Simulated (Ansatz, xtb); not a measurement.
Isomers of C6H6OS in order of energy

5 gas-phase structures of C6H6OS, from a drawn sample of its isomers (lower ones may exist). Each was relaxed with GFN2-xTB; where two conformers were screened, the lower at r2SCAN-D4/def2-SVP is listed:

A. `Cc1ccc(C=O)s1`, a singlet
B. `c1cc2c(s1)COC2`, a singlet
C. `CC1=COC=CC1=S`, a singlet
D. `C=C1C=C(C)OC1=S`, a singlet
E. `C=Cc1ccoc1S`, a singlet

Q: Estimate their order in r2SCAN-D4/def2-SVP energy at these geometries, lowest first.

A: Calculated order at r2SCAN-D4/def2-SVP: A (0.0), C (10.0), D (16.6), B (17.9), E (26.3) kcal/mol.

Energies above the lowest of each column, in kcal/mol; the last columns are at PBE-D3(BJ)/def2-SVP geometries and were run for some of them only (a dash: not run or not comparable):

```csv
structure,GFN2-xTB,HF/STO-3G,r2SCAN-D4/def2-SVP,PBE-D3(BJ)/def2-SVP,CCSD(T)/def2-SVP + ΔMP2/def2-TZVPP
A,5.0,17.1,0.0,0.0,0.0
C,0.0,36.9,10.0,10.1,14.1
D,6.2,33.5,16.6,16.1,17.8
B,1.3,0.0,17.9,18.1,–
E,10.8,33.5,26.3,–,–
```

CCSD(T)/def2-SVP + ΔMP2/def2-TZVPP puts A lowest of those it was run on; GFN2-xTB picks C, HF/STO-3G picks B. Flexible structures stand in one conformer each, not always the lowest. Frequencies (GFN2-xTB) were run for A, C, D alone. ΔMP2 is the change of the MP2 energy from the smaller to the larger basis.

Over these structures GFN2-xTB departs from r2SCAN-D4/def2-SVP by 5.8 kcal/mol on average once a common shift is removed. A GFN2-xTB relaxation took about 0.075 s and the r2SCAN-D4/def2-SVP energy about 2.5 s on a shared host (Ansatz 0.2.0, xtb 6.7.1).
